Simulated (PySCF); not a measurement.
Polarisability and C₆ of Cu (copper, neutral)

[Ar] 3d9 4s1 4p1, one real determinant (an excited configuration). Computed with PySCF 2.14 in aug-cc-pVTZ-DK (8s7p5d3f2g, 93 functions), with scalar relativity by spin-free X2C-1e. Coupled (time-dependent) response in atomic units; α is the mean over directions.

```json
{"method": "UHF", "mean α (bohr³)": "64.54", "α xx, yy, zz": "53.99, 53.99, 85.65", "C₆ (like pair)": "557.1", "S(−4)": "2705"}
{"method": "PBE", "mean α (bohr³)": "68.87", "α xx, yy, zz": "49.09, 49.09, 108.4", "C₆ (like pair)": "576.5", "S(−4)": "4339"}
{"method": "PBE0", "mean α (bohr³)": "65.83", "α xx, yy, zz": "49.57, 49.57, 98.34", "C₆ (like pair)": "553.4", "S(−4)": "3468"}
```

S(−4) is the Cauchy moment in α(ω) = α(0) + S(−4) ω² + …

α(iu) at PBE0:

| u (hartree) | α(iu) (bohr³) |
| --- | --- |
| 0 | 65.83 |
| 0.0500 | 58.71 |
| 0.100 | 46.35 |
| 0.200 | 27.71 |
| 0.300 | 17.62 |
| 0.500 | 8.991 |
| 0.750 | 5.188 |
| 1.00 | 3.563 |
| 1.50 | 2.141 |
| 2.00 | 1.491 |
| 3.00 | 0.8769 |
| 5.00 | 0.4268 |

A single London oscillator, α(iu) = α/(1 + u²/ω²), gives C₆ = (3/4) ω α². Matching the computed C₆ needs ω = 4 × 553.4 / (3 × 65.83²) = 0.170 hartree.

The components differ because the open shell of this determinant is not spherical; for a pure term their mean is the scalar polarisability.

⟨L²⟩ = 8.06 against 12 for a pure F term, so this real determinant mixes terms.
